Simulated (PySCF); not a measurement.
Isomers of C5H8O4Si, one GFN2-xTB conformer each. Single-point energies are computed at PBE0/pcSseg-1 (PySCF, gas phase, no added dispersion term), electronic only.

```
                         SMILES  GFN2-xTB relative energy (kcal/mol)
C=C[C@@H]1O[SiH2]O[C@@H](C=O)O1                                  0.0
         C=CCOC(=O)C(=O)O[SiH3]                                 16.6
```

Conformers: `[CH2:1]=[CH:2][C@@H:3]1[O:4][SiH2:5][O:6][C@@H:7]([CH:8]=[O:9])[O:10]1` with C1–C2–C3–O4 -3°, O6–C7–C8–O9 158°, C2–C3–O4–Si5 -110°, C3–O4–Si5–O6 -32°, O4–Si5–O6–C7 5°, Si5–O6–C7–C8 -88°; `[CH2:1]=[CH:2][CH2:3][O:4][C:5](=[O:6])[C:7](=[O:8])[O:9][SiH3:10]` with C1–C2–C3–O4 -126°, C2–C3–O4–C5 79°, C3–O4–C5–O6 3°, O4–C5–C7–O8 0°, C5–C7–O9–Si10 -179°.

Problem. What does PBE0/pcSseg-1 give for the same structures?

Solution. 
```tsv
SMILES	PBE0/pcSseg-1 E (Eh)	PBE0/pcSseg-1 (kcal/mol)	GFN2-xTB (kcal/mol)	point group
C=CCOC(=O)C(=O)O[SiH3]	-785.01287	0.0	16.6	C1
C=C[C@@H]1O[SiH2]O[C@@H](C=O)O1	-785.01233	0.3	0.0	C1
```

GFN2-xTB puts C=C[C@@H]1O[SiH2]O[C@@H](C=O)O1 lowest instead. As drawn, the lower has a C(=O)–O unit, which the higher lacks. Neighbours under 2.5 kcal/mol apart (C=CCOC(=O)C(=O)O[SiH3] and C=C[C@@H]1O[SiH2]O[C@@H](C=O)O1) can change places with a better method, another conformer or zero-point energy.

Problem. Which frontier levels, dipoles and rotational constants go with these structures?

Solution. 
```tsv
SMILES	HOMO (eV, PBE0/pcSseg-1)	LUMO (eV)	dipole (D)	A, B, C (MHz)
C=CCOC(=O)C(=O)O[SiH3]	-7.80	-1.71	0.50	3207, 498.2, 461.3
C=C[C@@H]1O[SiH2]O[C@@H](C=O)O1	-7.52	-1.45	1.74	1716, 1071, 788.5
```
